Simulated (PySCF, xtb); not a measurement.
C4H5NS, SMILES Cc1cscn1.

GFN2-xTB in xtb at its own geometry gives an orbital gap of 3.71 eV and a dipole moment of 1.13 D.

Geometry: PBE-D3(BJ)/def2-SVP.

Question: What does PySCF with PBE0/def2-TZVP give? (An estimate is asked for; the answer gives what the named calculation found.)

Answer: gap 6.12 eV (levels -6.92 and -0.80 eV), dipole 1.25 D.
